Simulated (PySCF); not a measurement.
**How methods differ on the ionisation energy of Sr**

Sr [Kr] 5s2 (1S) → Sr+ [Kr] 5s1 (2S), as a difference of total energies. All numbers are calculated (PySCF 2.14, the spin-free X2C one-electron Hamiltonian (Gaussian nucleus), in cc-pVDZ-X2C (6s5p3d, 36 functions)). Correlated levels: valence: [Kr] frozen. The calculations carry no spin-orbit coupling.

```json
{"method": "UHF", "ionisation energy (eV)": "4.752", "error (eV)": "-0.943"}
{"method": "LDA", "ionisation energy (eV)": "5.906", "error (eV)": "+0.211"}
{"method": "B3LYP", "ionisation energy (eV)": "5.798", "error (eV)": "+0.103"}
{"method": "MP2 (valence)", "ionisation energy (eV)": "5.184", "error (eV)": "-0.511"}
{"method": "SCS-MP2 (valence)", "ionisation energy (eV)": "5.270", "error (eV)": "-0.425"}
{"method": "CCSD (valence)", "ionisation energy (eV)": "5.433", "error (eV)": "-0.262"}
```

Reference: 5.695 eV (measured; NIST Atomic Spectra Database, ionization energies).

Errors of the correlated levels include the incompleteness of this basis and the frozen core.

With two correlated electrons CCSD is exact in that space.
